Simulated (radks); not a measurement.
Effect of the nuclear size on the lutetium ion Lu2+, [Xe] 4f14 6s1. All-electron calculation, Dirac Kohn-Sham, relativistic LDA (MacDonald-Vosko exchange, VWN5 correlation), spin-unpolarised, spherical densities, finite nucleus; Fermi nuclear charge, rms radius 5.37 fm. Program: a radial shooting solver on a logarithmic mesh with Libxc functionals. The rms radius is varied about that value; shifts are against it.

| rms radius (fm) | total energy shift (eV) | density at nucleus (e/bohr^3) | 1s1/2 shift (meV) | 2s1/2 shift (meV) | 4p1/2 shift (meV) | 5s1/2 shift (meV) | 5p1/2 shift (meV) | 6s1/2 shift (meV) | 6p1/2 (empty) shift (meV) |
|---|---|---|---|---|---|---|---|---|---|
| 4.79 | -8.96 | 1.136e+06 | -3630 | -498 | 0.090 | -4.09 | 0.261 | -0.481 | 0.102 |
| 5.1391 | -3.65 | 1.111e+06 | -1480 | -203 | 0.036 | -1.67 | 0.106 | -0.196 | 0.042 |
| 5.37 | 0 | 1.096e+06 | 0.000 | 0.000 | 0.000 | 0.000 | 0.000 | 0.000 | 0.000 |
| 5.5311 | 2.61 | 1.086e+06 | 1060 | 145 | -0.026 | 1.19 | -0.076 | 0.140 | -0.030 |
| 6.342 | 16.5 | 1.039e+06 | 6700 | 919 | -0.159 | 7.55 | -0.482 | 0.888 | -0.188 |

Slopes of the eigenvalues against <r^2> in GHz/fm^2, as finite differences over the two radii next to the reference (eigenvalue slopes, not the field-shift constants of lines): 1s1/2 147000, 2s1/2 20100, 4p1/2 -3.58, 5s1/2 165, 5p1/2 -10.6, 6s1/2 19.4, 6p1/2 (empty) -4.12.
